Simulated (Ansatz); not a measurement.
Geometry optimisation, Ansatz, RKS PBE/def2-SVP.

input.yaml

```yaml
crystal:
  periodic: [false, false, false]
  atoms:
    - { symbol: F, position_ang: [0.2615, -1.3714, 1.8654] }
    - { symbol: Ge, position_ang: [1.173, -0.9525, 0.4338] }
    - { symbol: Se, position_ang: [1.1701, 1.3832, 0.0816] }
    - { symbol: B, position_ang: [-0.7229, 1.4067, -0.1251] }
    - { symbol: S, position_ang: [-1.90234, 1.68971, 1.37151] }
    - { symbol: Cl, position_ang: [-1.54223, 1.19316, -1.81463] }
    - { symbol: H, position_ang: [2.6531, -1.4536, 0.6502] }
    - { symbol: H, position_ang: [0.6019, -1.6288, -0.8136] }
    - { symbol: H, position_ang: [-1.86873, 3.06211, 1.14423] }
basis:
  gaussian: { orbitals: def2-SVP }
hamiltonian:
  xc: pbe
relax:
  f_tol: 0.015
  max_steps: 40
output:
  orbitals: {}
```

Command:

```bash
$ ansatz run input.yaml --threads 2 --pin off --max-ram 3072MiB --backend cpu --events-out ev --progress --plain --runs-dir out
```

Problem. Where does it end, and by what steps?

Solution. The run converged. After 22 steps the energy has fallen by 1.251 eV; S5 moved furthest, 1.74 Å.

```csv
step,energy less start (eV),largest force component (eV/Å),accepted
0,0.0000,2.788,yes
1,-0.2292,1.461,yes
2,-0.3266,0.388,yes
3,-0.4512,0.934,yes
4,-0.6066,1.240,yes
5,-0.7753,1.289,yes
6,-0.8922,0.887,yes
7,-0.9774,0.901,yes
8,-1.0539,0.584,yes
9,-1.0995,0.428,yes
10,-1.1281,0.504,yes
11,-1.1533,0.630,yes
12,-1.1893,0.363,yes
13,-1.2211,0.168,yes
14,-1.2296,0.316,yes
15,-1.2374,0.355,yes
16,-1.2479,0.139,yes
17,-1.2458,0.287,no
18,-1.2492,0.039,yes
19,-1.2504,0.052,yes
20,-1.2509,0.072,yes
21,-1.2511,0.039,yes
22,-1.2512,0.009,yes
```

```xyz
9
Properties=species:S:1:pos:R:3
F 0.408 -2.207 1.269
Ge 1.294 -1.088 0.238
Se 1.062 1.133 1.037
B -0.759 1.539 0.423
S -1.332 3.220 0.765
Cl -1.799 0.362 -0.399
H 2.795 -1.427 0.417
H 0.732 -1.265 -1.189
H -2.576 3.061 0.231
```

Whether the end is a true minimum wasn't checked by a vibrational analysis.

The run took 60 s on 2 threads of Intel(R) Xeon(R) Platinum 8488C (Sapphire Rapids) (shared host), peak memory 0.25 GiB.
